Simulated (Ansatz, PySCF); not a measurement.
Si(CCH)(OH)3 (C2H4O3Si), SMILES C#C[Si](O)(O)O. Atoms are numbered in the order given.

```xyz
10

C      0.0000    -0.0001     2.7092
C      0.0000     0.0000     1.4920
Si     0.0000     0.0000    -0.3455
O      1.2396    -0.9235    -0.9032
O      0.1799     1.5353    -0.9032
O     -1.4196    -0.6118    -0.9032
H      0.0000    -0.0001     3.7851
H      1.2721    -1.8355    -0.6012
H      0.9537     2.0194    -0.6015
H     -2.2257    -0.1837    -0.6015
```
Charge 0, spin multiplicity 1.

Coordinates come from a PBE0-D3(BJ)/def2-SVP optimisation. The structure was generated by enumeration, and PubChem lists no compound with its InChIKey, so it may never have been made. The values are those of a single conformer.

Two levels are set side by side: PBE-D3(BJ)/def2-SVP (Ansatz, a program for electronic structure) and PBE0-D3(BJ)/def2-SVP (Ansatz). Each level has its own optimised geometry; the coordinates shown are those of the second. Frequencies come from the Hessian of PySCF at each geometry. Differences are taken from unrounded values.

```json
[
 {"quantity": "mean bond length (Å)", "PBE0-D3(BJ)": "1.327", "PBE-D3(BJ)": "1.339", "PBE-D3(BJ) minus PBE0-D3(BJ)": "0.012"},
 {"quantity": "bond C1–C2 (Å)", "PBE0-D3(BJ)": "1.217", "PBE-D3(BJ)": "1.229", "PBE-D3(BJ) minus PBE0-D3(BJ)": "0.012"},
 {"quantity": "bond C2–Si3 (Å)", "PBE0-D3(BJ)": "1.837", "PBE-D3(BJ)": "1.842", "PBE-D3(BJ) minus PBE0-D3(BJ)": "0.004"},
 {"quantity": "bond Si3–O4 (Å)", "PBE0-D3(BJ)": "1.643", "PBE-D3(BJ)": "1.661", "PBE-D3(BJ) minus PBE0-D3(BJ)": "0.017"},
 {"quantity": "bond Si3–O5 (Å)", "PBE0-D3(BJ)": "1.643", "PBE-D3(BJ)": "1.661", "PBE-D3(BJ) minus PBE0-D3(BJ)": "0.017"},
 {"quantity": "bond Si3–O6 (Å)", "PBE0-D3(BJ)": "1.643", "PBE-D3(BJ)": "1.661", "PBE-D3(BJ) minus PBE0-D3(BJ)": "0.017"},
 {"quantity": "bond C1–H7 (Å)", "PBE0-D3(BJ)": "1.076", "PBE-D3(BJ)": "1.083", "PBE-D3(BJ) minus PBE0-D3(BJ)": "0.007"},
 {"quantity": "bond O4–H8 (Å)", "PBE0-D3(BJ)": "0.961", "PBE-D3(BJ)": "0.973", "PBE-D3(BJ) minus PBE0-D3(BJ)": "0.012"},
 {"quantity": "bond O5–H9 (Å)", "PBE0-D3(BJ)": "0.961", "PBE-D3(BJ)": "0.973", "PBE-D3(BJ) minus PBE0-D3(BJ)": "0.012"},
 {"quantity": "bond O6–H10 (Å)", "PBE0-D3(BJ)": "0.961", "PBE-D3(BJ)": "0.973", "PBE-D3(BJ) minus PBE0-D3(BJ)": "0.012"},
 {"quantity": "highest harmonic wavenumber (cm⁻¹)", "PBE0-D3(BJ)": "3943", "PBE-D3(BJ)": "3772", "PBE-D3(BJ) minus PBE0-D3(BJ)": "-172"},
 {"quantity": "mean harmonic wavenumber (cm⁻¹)", "PBE0-D3(BJ)": "1139", "PBE-D3(BJ)": "1096", "PBE-D3(BJ) minus PBE0-D3(BJ)": "-42"},
 {"quantity": "zero-point energy (kcal/mol)", "PBE0-D3(BJ)": "39.07", "PBE-D3(BJ)": "37.62", "PBE-D3(BJ) minus PBE0-D3(BJ)": "-1.46"}
]
```

GGA bonds tend to be longer and softer than those of functionals with exact exchange. Differences between two approximate levels are no errors against the true value.
